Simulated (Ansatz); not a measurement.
`BC(=C)C`, charge 0, multiplicity 1.

Q: Give a relaxed structure at PBE0-D4/def2-TZVP (Ansatz). (Estimate.)

A: Computed: 
```xyz
11

B    -0.4967    1.4870   -0.0470
C    -0.0656    0.0180    0.1251
C    -0.4083   -0.5948    1.2688
C     0.7038   -0.7023   -0.9440
H    -0.2382    2.1018   -1.0429
H    -1.1047    2.0267    0.8320
H    -0.1502   -1.6320    1.4762
H    -0.9625   -0.0674    2.0378
H     0.1510   -0.7002   -1.8877
H     1.6534   -0.1976   -1.1440
H     0.9179   -1.7392   -0.6744
```
Point group Cs.
This is one stationary point; other conformers may exist.
